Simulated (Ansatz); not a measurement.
Abridged output of a molecular run in Ansatz:

```
Functional definition: HF
1983 factors; integrals over basis functions are off by at most 9.8e-4 eV
mean field evaluation 1: about -97775.2246 eV, gradient 5.0e1 eV
mean field evaluation 2: about -97775.6400 eV, gradient 5.1e1 eV
mean field evaluation 4: about -97780.7721 eV, gradient 4.2e0 eV
mean field evaluation 8: about -97780.8569 eV, gradient 2.7e-1 eV
mean field -97780.85714191 eV, -3593.3802217196 hartree, gradient 6.1e-6 eV, S^2 0.000000; 0 other end points of the search recorded, 0 dependent functions left out
26 core orbitals not correlated: weight in the atoms' cores, before any rotation towards them, 1.000 or more for the frozen orbitals, at most 0.000 for the correlated occupied ones
reference -97780.85714191 eV, -3593.3802217196 hartree; 24, 24 occupied and 284, 284 virtual orbitals, 1983 factors
second order -30.07921239 eV of doubles, -0.00000000 eV of singles
cycle   1  -30.61494113 eV  change   -5.4e-1 eV  update   1.2e-1
cycle   2  -31.41287856 eV  change   -8.0e-1 eV  update   3.5e-2
cycle   3  -31.57090570 eV  change   -1.6e-1 eV  update   1.7e-2
cycle   4  -31.54843063 eV  change    2.2e-2 eV  update   3.5e-3
cycle   5  -31.54777292 eV  change    6.6e-4 eV  update   1.5e-3
cycle   6  -31.54853392 eV  change   -7.6e-4 eV  update   3.9e-4
cycle   7  -31.54819653 eV  change    3.4e-4 eV  update   1.5e-4
cycle   8  -31.54815891 eV  change    3.8e-5 eV  update   3.8e-5
perturbative correction -1.08258570 eV, -0.0397842906 hartree
Total energy: -97813.48788651 eV, -3594.5793794659 hartree
```

Its atoms:

```xyz
13

Si    0.376   -0.060    2.460
O    -0.655    0.526    1.319
Si   -0.758    1.122   -0.176
Br    1.074    2.314   -0.593
O    -0.865   -0.056   -1.273
Si    0.003   -1.058   -2.249
H     1.199    1.045    3.009
H    -0.448   -0.663    3.533
H     1.260   -1.091    1.860
H    -1.933    1.996   -0.275
H     0.634   -0.276   -3.340
H    -0.941   -2.050   -2.814
H     1.052   -1.749   -1.458
```

Task: Which basis set was used?
A. def2-SVPD
B. def2-SVP
C. def2-TZVPP
D. def2-QZVPP

Result: C. It gives 334 functions.

Task: Write the keys of the input that set method, charge and spin (a neutral closed shell needs none for the last two).

Result: 
```yaml
correlation: {method: ccsd_t}
```
